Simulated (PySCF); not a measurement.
Precursor series Cd Br-H. All species are isolated molecules in the gas phase.

The charge on the central atom (Mulliken) from two functionals at the same geometries (PBE-D3(BJ)/def2-SVP), both in PySCF: PBE-D3(BJ)/def2-TZVP and TPSSh-D3(BJ)/def2-TZVP. 

| species | PBE-D3(BJ)/def2-TZVP (e) | TPSSh-D3(BJ)/def2-TZVP (e) |
|---|---|---|
| 0 of 2 Br replaced by H ([Cd(Br)2]) | 0.66 | 0.73 |
| 1 of 2 Br replaced by H ([Cd(Br)(H)]) | 0.47 | 0.53 |
| 2 of 2 Br replaced by H ([Cd(H)2]) | 0.25 | 0.31 |

Over these rows, drawn at random from the members with no instability flagged (it was tested for open shells, ions and some series alone), PBE minus TPSSh-D3(BJ): mean -0.07 e, from -0.08 e to -0.06 e.
